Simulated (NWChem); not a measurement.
Species: P2H3, doublet; SMILES [PH]P

```xyz
5

P     -0.0727    -1.1552    -0.1448
P     -0.0143     1.0472    -0.1017
H      1.3670    -1.2253    -0.0204
H      0.5597     1.2551     1.2050
H     -1.3734     1.2428     0.3266
```
Atoms are numbered in this order, from 1.

Results from NWChem. Spin-unrestricted. Coordinates come from a PBE-D3(BJ)/def2-SVP, spin-unrestricted optimisation. No stability test was run on the SCF state. Level: PBE/def2-SVP with SMD (1 M gas to 1 M solution), gas-phase geometry. Reactions with the solvent are ignored.

```json
[
 {"solvent": "water", "dielectric constant": "78.4", "solvation free energy (kcal/mol)": "0.2", "cavity-dispersion-structure term (kcal/mol)": "2.2", "dipole in solution (D)": "1.54"},
 {"solvent": "dichloromethane", "dielectric constant": "8.93", "solvation free energy (kcal/mol)": "-0.6", "cavity-dispersion-structure term (kcal/mol)": "1.2", "dipole in solution (D)": "1.47"},
 {"solvent": "dimethyl sulfoxide", "dielectric constant": "46.8", "solvation free energy (kcal/mol)": "0.3", "cavity-dispersion-structure term (kcal/mol)": "2.3", "dipole in solution (D)": "1.53"},
 {"solvent": "1-octanol", "dielectric constant": "9.86", "solvation free energy (kcal/mol)": "-0.3", "cavity-dispersion-structure term (kcal/mol)": "1.5", "dipole in solution (D)": "1.47"},
 {"solvent": "N,N-dimethylformamide", "dielectric constant": "37.2", "solvation free energy (kcal/mol)": "-0.1", "cavity-dispersion-structure term (kcal/mol)": "1.9", "dipole in solution (D)": "1.53"}
]
```
